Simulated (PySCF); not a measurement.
An EPR job on `C[C]c1cccs1` [triplet].

Computed with UKS B3LYP, IGLO-III on C S, pcH-1 on H, non-relativistic, mean-field spin-orbit, GIAO (PySCF 2.14.0). Geometry: PBE0-D3(BJ)/def2-SVP. A driver script takes a list of jobs; this job's settings line and coordinates (Å) are shown.

Input:
```
{"job": {"kind": "epr"}, "charge": 0, "multiplicity": 3}
C     -2.658775    -0.214731     0.340573
C     -1.386093     0.495775     0.281200
C     -0.057988     0.222322     0.113363
C      1.045854     1.105920     0.098449
C      2.276688     0.459981    -0.104095
C      2.161799    -0.906489    -0.247029
S      0.526562    -1.439287    -0.135467
H     -2.526189    -1.279514     0.067851
H     -3.401130     0.212457    -0.355092
H     -3.103669    -0.184855     1.350861
H      0.920515     2.179993     0.233644
H      3.235040     0.979865    -0.145613
H      2.958605    -1.630476    -0.412703
```

Output:
```
UKS, coarse grid
  cycle   1  E = -630.38652122  |g| = 3.02e-01
  cycle   2  E = -630.35269106  |g| = 3.90e-01
  cycle   3  E = -630.43049682  |g| = 1.01e-01
  cycle   4  E = -630.43586726  |g| = 4.20e-02
  cycle   5  E = -630.43695979  |g| = 1.29e-02
  cycle   6  E = -630.43707488  |g| = 1.01e-02
  cycle   7  E = -630.43715059  |g| = 4.28e-03
  cycle   8  E = -630.43716413  |g| = 2.22e-03
  cycle   9  E = -630.43716821  |g| = 7.30e-04
UKS, final grid
  cycle   1  E = -630.43716893  |g| = 1.07e-03
  cycle   2  E = -630.43716784  |g| = 1.83e-03
  cycle   3  E = -630.43716954  |g| = 2.14e-04
  cycle   4  E = -630.43716957  |g| = 7.54e-05
  cycle   5  E = -630.43716958  |g| = 5.39e-05
  cycle   6  E = -630.43716958  |g| = 1.64e-05
E = -630.43716958 Eh   <S^2> = 2.0395 (exact 2.0000)
g shifts (ppm)      1          2          3
  rmc          -159       -159       -159
  gc             33         -1         16
  oz_so         -69       1134       1427
  total        -196        974       1284
hyperfine (MHz)  atom isotope    a_iso     a_fc   dipolar eigenvalues
    0   13C      -1.84      -1.84     -2.81     -2.37      5.17
    1   13C     181.26     181.45    -61.56     17.61     43.95
    2   13C       0.58       0.59    -15.47      2.85     12.62
    3   13C      30.41      30.44    -15.34    -11.88     27.22
    4   13C     -13.39     -13.40     -9.03      3.84      5.19
    5   13C      14.73      14.67    -14.03    -12.62     26.65
    6   33S      12.46      12.56     -9.48      3.59      5.89
    7    1H      69.38      69.38     -3.99     -1.75      5.73
    8    1H      45.31      45.31     -4.49     -3.76      8.25
    9    1H      45.98      45.98     -4.40     -3.41      7.81
   10    1H     -13.76     -13.76     -4.18     -2.72      6.89
   11    1H       3.53       3.53     -1.86      0.32      1.54
   12    1H      -5.24      -5.27     -6.85     -0.76      7.61
zero-field splitting (cm-1)  D = 0.4103  E = 0.0246  (spin-spin 0.3390, spin-orbit 0.0946)
```

rmc, gc and oz_so are the mass-correction, gauge-correction and orbital-Zeeman/spin–orbit parts of the g shift along its three principal axes; a_iso is the isotropic hyperfine coupling and a_fc its Fermi-contact part. Atoms in this output count from 0.

Problem. How far is ⟨S²⟩ from the pure-spin value?

Solution. S = 1 gives S(S+1) = 2.00; the run has 2.0395, 0.0395 more.

Problem. Get g_iso from the total shifts.

Solution. Their mean is 688 ppm; added to g_e = 2.002319 it gives 2.00301.

In short: ⟨S²⟩ 2.039; g_iso 2.0030.

Geometry: PBE0-D3(BJ)/def2-SVP, one conformer, isolated molecule. This triplet need not be the ground state; the singlet was not compared here.

On an x86-64 server with one thread, no GPU, shared host, this took 68 s.
Labels such as C1 count atoms from 1, the log's own numbers from 0.
